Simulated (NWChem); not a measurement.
Species: C2H5BrSi; SMILES [SiH3]/C=C\Br

```xyz
9

Si    -0.5467    -2.1578     0.0000
C      1.0878    -1.2307     0.0000
C      1.2337     0.0953     0.0000
Br    -0.2158     1.2994     0.0000
H     -1.3470    -1.8238     1.2161
H     -0.2478    -3.6211     0.0000
H     -1.3470    -1.8238    -1.2161
H      2.0244    -1.8031     0.0000
H      2.1969     0.6132     0.0000
```
Atoms are numbered in this order, from 1.

Structure relaxed at the PBE0/def2-SVP level.

Symmetry labels are those of Cs in the frame above (b1 and b2, or b-type labels, depend on it).

Question: List the 4 lowest vertical singlet excitations from PBE/def2-SVPD, TDA (NWChem).

Answer: 
| state | energy (eV) | oscillator strength | symmetry | leading excitation (squared amplitude) |
|---|---|---|---|---|
| S1 | 5.26 | 0.000 | a" | HOMO−1 → LUMO (1.00) |
| S2 | 5.57 | 0.168 | a' | HOMO → LUMO (0.80) |
| S3 | 5.60 | 0.002 | a" | HOMO → LUMO+1 (0.99) |
| S4 | 6.45 | 0.006 | a" | HOMO−4 → LUMO (0.71) |
